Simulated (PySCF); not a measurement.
Isomers of C3H8FNSi, mass 105.041 u with the commonest isotopes. Method used: PySCF, PBE0-D3(BJ)/def2-SVP geometry optimisation, gas phase. One conformer each, none proved a minimum here; rigid rotors.

Task: Order these by radius of gyration √(Σ m r²/M), largest first.
A. `[F:1][C@@H:2]1[CH2:3][NH:4][SiH2:5][CH2:6]1` with F1–C2–C3–N4 -80°, C2–C3–N4–Si5 -18°, C3–N4–Si5–C6 -4°, N4–Si5–C6–C2 24°
B. `[CH2:1]=[N:2][Si@H:3]([F:4])[CH2:5][CH3:6]` with C1–N2–Si3–F4 -121°, N2–Si3–C5–C6 -64°
C. `[CH2:1]=[C:2]([F:3])[SiH2:4][NH:5][CH3:6]` with C1–C2–Si4–N5 -136°, C2–Si4–N5–C6 177°

Result: C (1.960 Å), B (1.843 Å), A (1.602 Å).

Task: Order these by dipole moment, largest first.
A. `[CH2:1]=[N:2][Si@H:3]([F:4])[CH2:5][CH3:6]` with C1–N2–Si3–F4 -121°, N2–Si3–C5–C6 -64°
B. `[F:1][C@@H:2]1[CH2:3][NH:4][SiH2:5][CH2:6]1` with F1–C2–C3–N4 -80°, C2–C3–N4–Si5 -18°, C3–N4–Si5–C6 -4°, N4–Si5–C6–C2 24°
C. `[CH2:1]=[C:2]([F:3])[SiH2:4][NH:5][CH3:6]` with C1–C2–Si4–N5 -136°, C2–Si4–N5–C6 177°

Result: A (2.45 D), B (1.89 D), C (0.93 D).

Task: Order these by rotational constant A, smallest first.
A. `[CH2:1]=[N:2][Si@H:3]([F:4])[CH2:5][CH3:6]` with C1–N2–Si3–F4 -121°, N2–Si3–C5–C6 -64°
B. `[CH2:1]=[C:2]([F:3])[SiH2:4][NH:5][CH3:6]` with C1–C2–Si4–N5 -136°, C2–Si4–N5–C6 177°
C. `[F:1][C@@H:2]1[CH2:3][NH:4][SiH2:5][CH2:6]1` with F1–C2–C3–N4 -80°, C2–C3–N4–Si5 -18°, C3–N4–Si5–C6 -4°, N4–Si5–C6–C2 24°

Result: A (3133 MHz), C (4335 MHz), B (6035 MHz).

| SMILES | point group | Ia (u·Å²) | Ib (u·Å²) | Ic (u·Å²) | κ | μa (D) | μb (D) | μc (D) |
| --- | --- | --- | --- | --- | --- | --- | --- | --- |
| C=C(F)[SiH2]NC | C1 | 83.75 | 335.94 | 387.10 | -0.92 | 0.82 | 0.26 | 0.35 |
| F[C@@H]1CN[SiH2]C1 | C1 | 116.59 | 188.81 | 234.04 | -0.52 | 0.25 | 1.08 | 1.53 |
| C=N[Si@H](F)CC | C1 | 161.31 | 211.58 | 340.86 | 0.10 | 0.82 | 2.00 | 1.16 |
